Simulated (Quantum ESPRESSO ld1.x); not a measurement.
Rh III, 43 electrons, occupied as [Kr] 4d7. All-electron calculation, non-relativistic Kohn-Sham, LDA (Slater exchange, VWN5 correlation), spin-unpolarised, spherical densities, point nucleus; relativity is left out, which matters for an element this heavy. Program: ld1.x of Quantum ESPRESSO 7.5.

Unscreened Slater integrals over Kohn-Sham orbitals (cm^-1). Empty in this configuration: 5s.

\begin{tabular}{lr}
integral & value \\ \hline
F0(4d,4d) & 139060 \\
F2(4d,4d) & 68991 \\
F4(4d,4d) & 44936 \\
F0(4d,4p) & 156490 \\
F2(4d,4p) & 76709 \\
G1(4d,4p) & 96455 \\
G3(4d,4p) & 58771 \\
F0(4d,4s) & 160740 \\
G2(4d,4s) & 71255 \\
F0(4d,3d) & 189520 \\
F2(4d,3d) & 35298 \\
F4(4d,3d) & 15341 \\
G0(4d,3d) & 11086 \\
G2(4d,3d) & 12715 \\
G4(4d,3d) & 9639.7 \\
F0(4d,5s) & 87793 \\
G2(4d,5s) & 15068 \\
F0(4p,4p) & 181900 \\
F2(4p,4p) & 95259 \\
F0(4p,4s) & 188590 \\
G1(4p,4s) & 128430 \\
F0(4p,3d) & 236500 \\
F2(4p,3d) & 54875 \\
G1(4p,3d) & 17425 \\
G3(4p,3d) & 16934 \\
F0(4p,5s) & 91154 \\
G1(4p,5s) & 6296.4 \\
F0(4s,4s) & 196130 \\
F0(4s,3d) & 251280 \\
G2(4s,3d) & 19617 \\
F0(4s,5s) & 91882 \\
G0(4s,5s) & 4246.0 \\
F0(3d,3d) & 539280 \\
F2(3d,3d) & 267780 \\
F4(3d,3d) & 170600 \\
F0(3d,5s) & 97946 \\
G2(3d,5s) & 2183.8 \\
F0(5s,5s) & 72895 \\
\end{tabular}

Derived for the open shells (J is the average intra-shell exchange parameter used in DFT+U). 4d: Racah B = F2/49 - 5 F4/441 = 898.5 cm^-1, C = 35 F4/441 = 3566 cm^-1, C/B = 3.97, F4/F2 = 0.651, J = (F2 + F4)/14 = 8138 cm^-1.
